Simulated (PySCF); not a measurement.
Molecule: C₆H₆N, SMILES c1(N)c[c]ccc1, doublet. Atoms near the plane z = 0.0 Å, at the PBE0/def2-SVP optimised geometry (x, y, z in Å): N1 (-1.5, 1.8, 0.0), C2 (-0.8, 0.6, 0.0), C3 (-1.4, -0.6, 0.0), C4 (-0.6, -1.7, 0.0), C5 (0.8, -1.7, 0.0), C6 (1.4, -0.5, 0.0), C7 (0.6, 0.7, 0.0), H8 (-1.1, 2.6, 0.3), H9 (-2.5, 1.7, 0.2), H10 (-2.5, -0.7, 0.0), H11 (1.4, -2.6, 0.0), H12 (2.5, -0.4, 0.0), H13 (1.1, 1.7, 0.0).

Computed with unrestricted PBE0/def2-TZVP (PySCF). Cells within 0.4 Å of a nucleus heavier than hydrogen are left out (blank, or x). The values are rescaled to run from 0 to 1.

```
|0000000000000000000000000000000|
|0000000000000000000000000000000|
|0000000000000000000000000000000|
|0000000000000000000000000000000|
|0000000000000000000000000000000|
|0000000000000000000000000000000|
|0000000000000000000000000000000|
|0000000000000000000000000000000|
|0000000000000000000000000000000|
|0000000000xx0000000000000000000|
|0000000000xx0000000000000000000|
|0000000000000000000000000000000|
|0000000000000x000x0000000000000|
|000000000000xx00xxx000000000000|
|000000000001xx000x0000000000000|
|0000000000000000000000000000000|
|00000000000x0000000xx0000000000|
|0000000010xxx100001xx0000000000|
|00000000000x1221000100000000000|
|0000000000000473100000000000000|
|0000000000013xx11xx000000000000|
|0000000000139xx00xx000000000000|
|0000000000137951000000000000000|
|0000000000013320000100000000000|
|0000000000001110000000000000000|
|0000000000000000000000000000000|
|0000000000000000000000000000000|
|0000000000000000000000000000000|
|0000000000000000000000000000000|
|0000000000000000000000000000000|
|0000000000000000000000000000000|
```
Scale: ten equal steps from 0.000 (start of '0') to 1.00 (end of '9'), in the order '0123456789'; x runs from -5.00 to 5.00, y from -5.00 (bottom) to 5.00 (top).

**Question.** Which quantity is mapped?
A. spin density
B. electrostatic potential
C. deformation density (molecule minus spherical neutral atoms)
D. Laplacian of the electron density

**Answer.** A, spin density. In full: spin density (e/bohr³), clipped to [-0.05, 0.10].
